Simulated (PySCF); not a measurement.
## Computed structure and properties of [Yb(H2O)]3+

System: [Yb(H2O)]3+ (singlet in the valence; each metal's 4f electrons, 13 of them, lie in its core potential, out of spins and levels); start: template (C2v). Method: PySCF 2.14.0, RKS B3LYP, Yb lcecp-1-SVP with ECP59, O def2-SVP, H def2-SVP; non-relativistic Hamiltonian with scalar-relativistic core potentials where named; density fitting; no spin-orbit coupling.

Input of the relaxation:

```python
mol = gto.M(atom='''
Yb     0.00000     0.00000    -0.23115
O      0.00000     0.00000     2.16635
H      0.77000    -0.00000     2.75635
H     -0.77000     0.00000     2.75635''',
    basis={'Yb': 'lcecp-1-SVP', 'O': 'def2-SVP', 'H': 'def2-SVP'},
    ecp={'Yb': 'lcecp-1-SVP'},
    charge=3, spin=0)
mf = dft.RKS(mol, xc='B3LYP')
mf.grids.atom_grid = (50, 194)  # f atoms: unpruned, at least (60, 302)
mf = mf.density_fit()  # fitting sets: Yb AutoAux, O def2-universal-JKFIT, H def2-universal-JKFIT
mf.conv_tol = 1e-08; mf.max_cycle = 55
mf.kernel(dm0)  # dm0: converged density of the start geometry
# quasi-Newton relaxation in Cartesian coordinates to a largest gradient under 0.00045 Eh/bohr, steps kept in the point group
```

Run from Python with OMP_NUM_THREADS=2; the lines above give its settings. Where DIIS fails, smearing, a level shift and second-order steps follow.
It took 6.5 s on 2 threads of Arm Neoverse V1, with other jobs on the host, from the converged density of the start.

Course of the relaxation:

| step | energy above end (eV) | largest force component within the symmetry (eV/Å) |
| --- | --- | --- |
| 0 | 0.3781 | 3.578 |
| 1 | 0.1645 | 1.660 |
| 2 | 0.0176 | 1.215 |
| 3 | 0.0037 | 0.211 |
| 4 | 0.0002 | 0.065 |
| 5 | 0.0000 | 0.002 |

Relaxed geometry (C2v):

```xyz
4

Yb    0.0000    0.0000   -0.0516
O     0.0000    0.0000    2.0772
H     0.7849    0.0000    2.7111
H    -0.7849    0.0000    2.7111
```

| contact | Å |
| --- | --- |
| Yb1–O2 (H2O) | 2.129 |

On the finer grid (75, 302):

```json
{"HOMO": "-28.26 eV", "LUMO": "-21.33 eV", "Dipole about the centre of mass": "3.63 D", "Set of Mulliken populations of Yb1 outside the core potential": "s 2.07, p 6.06, d 0.34, f 0.02", "D3(BJ) dispersion energy (not in the energies)": "-0.129 eV"}
```

```json
{"atom": "Yb1", "Mulliken (e)": "2.52", "Löwdin (e)": "2.41", "spin (e)": "0.00"}
{"atom": "O2", "Mulliken (e)": "-0.28", "Löwdin (e)": "0.07", "spin (e)": "0.00"}
{"atom": "H3", "Mulliken (e)": "0.38", "Löwdin (e)": "0.26", "spin (e)": "0.00"}
{"atom": "H4", "Mulliken (e)": "0.38", "Löwdin (e)": "0.26", "spin (e)": "0.00"}
```

The 4f levels lie in the core potential and are missing. Their spin isn't counted.

On the grid (50, 194), as all that follows. Harmonic modes: a minimum; lowest 484 cm⁻¹ (negative: unstable), highest 3309 cm⁻¹, zero-point energy 0.632 eV.

Taking off one H2O (charge 0, singlet; the rest: singlet) in vacuum, both parts rigid, costs 5.59 eV; the small basis without counterpoise inflates it. Parting with an electron moved from the ligand to the metal can be far cheaper, even downhill.

Rigid scan of H2O along the line from its metal:

| distance to O2 (Å) | energy (eV) |
| --- | --- |
| 1.83 | 1.016 |
| 1.93 | 0.384 |
| 2.03 | 0.082 |
| 2.13 | 0.000 |
| 2.23 | 0.061 |
| 2.33 | 0.212 |
| 2.53 | 0.652 |

One start shape was tried, so this needn't be the lowest isomer.

An lcecp potential fixes the number of 4f electrons, so in runs with it no electron can move into or out of that shell.
